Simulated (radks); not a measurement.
Spherical quantum dot in the effective-mass picture: electrons in a parabolic well V = omega^2 r^2 / 2 with omega = 0.582, all in effective atomic units (hartree* = m*/eps^2 hartree, bohr* = eps/m* bohr), one dielectric constant everywhere. Calculated with a radial shooting solver with Libxc functionals: non-relativistic Kohn-Sham, LDA (Slater exchange, Perdew-Wang correlation), spin-polarised, spherical densities. Levels are named by radial order and angular momentum (1s, 1p, 1d, 2s, ...), and open shells are averaged over m. Results are scaled to m* = 0.074 and eps = 16.8, for which hartree* = 7.135 meV and bohr* = 12.01 nm. Each electron was tried in the lowest free levels, single moves between levels near the top were tried too, and the lowest total energy was kept; such a search can miss a lower state. At N = 1 the Hartree and exchange-correlation terms need not cancel, so that row can carry a self-interaction error.

\begin{tabular}{lrrrrr}
N & open shells & 2S & E (meV) & addition energy mu(N+1) - mu(N) (meV) & e(HOMO) (meV) \\ \hline
1 & 1s(up 1, down 0) & 1 & 6.38249 & 3.785 & 7.8939 \\
2 & none & 0 & 16.5502 & 6.159 & 11.622 \\
3 & 1p(up 1, down 0) & 1 & 32.8769 & 2.474 & 17.558 \\
4 & 1p(up 2, down 0) & 2 & 51.6775 & 2.469 & 20.041 \\
5 & 1p(up 3, down 0) & 3 & 72.9469 & 3.009 & 22.490 \\
6 & 1p(up 3, down 1) & 2 & 97.2250 & 2.231 & 25.391 \\
7 & 1p(up 3, down 2) & 1 & 123.734 & 2.224 & 27.625 \\
8 & none & 0 & 152.467 & 4.759 & 29.836 \\
9 & 1d(up 1, down 0) & 1 & 185.960 & 1.968 & 34.479 \\
10 & 1d(up 2, down 0) & 2 & 221.421 & 1.951 & 36.440 \\
11 & 1d(up 3, down 0) & 3 & 258.833 & 1.929 & 38.380 \\
12 & 1d(up 4, down 0) & 4 & 298.174 & 1.906 & 40.298 \\
13 & 1d(up 5, down 0) & 5 & 339.421 & 2.340 & 42.191 \\
14 & 1d(up 5, down 1) & 4 & 383.008 & 1.802 & 44.490 \\
15 & 1d(up 5, down 2) & 3 & 428.398 & 1.790 & 46.287 \\
16 & 1d(up 5, down 3) & 2 & 475.578 & 1.775 & 48.070 \\
17 & 1d(up 5, down 4) & 1 & 524.532 & 1.758 & 49.836 \\
18 & none & 0 & 575.244 & 2.205 & 51.585 \\
19 & 2s(up 1, down 0) & 1 & 628.161 & 1.968 & 53.802 \\
20 & none & 0 & 683.045 & 3.088 & 55.760 \\
21 & 1f(up 1, down 0) & 1 & 741.018 & 1.604 & 58.777 \\
22 & 1f(up 2, down 0) & 2 & 800.595 & 1.592 & 60.375 \\
23 & 1f(up 3, down 0) & 3 & 861.764 & 1.580 & 61.961 \\
24 & 1f(up 4, down 0) & 4 & 924.513 & 1.568 & 63.535 \\
25 & 1f(up 5, down 0) & 5 & 988.830 & 1.556 & 65.097 \\
26 & 1f(up 6, down 0) & 6 & 1054.70 & 1.544 & 66.647 \\
27 & 1f(up 7, down 0) & 7 & 1122.12 & 1.885 & 68.185 \\
28 & 1f(up 7, down 1) & 6 & 1191.42 & 1.497 & 70.053 \\
29 & 1f(up 7, down 2) & 5 & 1262.22 & 1.489 & 71.546 \\
30 & 1f(up 7, down 3) & 4 & 1334.51 & 1.479 & 73.030 \\
31 & 1f(up 7, down 4) & 3 & 1408.28 & 1.470 & 74.504 \\
32 & 1f(up 7, down 5) & 2 & 1483.52 & 1.461 & 75.970 \\
33 & 1f(up 7, down 6) & 1 & 1560.22 & 1.451 & 77.426 \\
34 & none & 0 & 1638.37 & 2.071 & 78.873 \\
35 & 2p(up 1, down 0) & 1 & 1718.59 & 1.452 & 80.948 \\
36 & 2p(up 2, down 0) & 2 & 1800.26 & 1.446 & 82.397 \\
37 & 2p(up 3, down 0) & 3 & 1883.38 & 1.644 & 83.841 \\
38 & 2p(up 3, down 1) & 2 & 1968.14 & 1.416 & 85.473 \\
39 & 2p(up 3, down 2) & 1 & 2054.32 & - & 86.887 \\
\end{tabular}

All shells are closed at N = 2, 8, 18, 20, 34 (there: 1s2 1p6 1d10 2s2 1f14); the second difference of the energy has clear peaks (12 % above both neighbours; the first and last values, which can be the largest, are not judged, and half-filled shells can peak too) at N = 2, 5, 8, 13, 18, 20, 27, 34, 37.
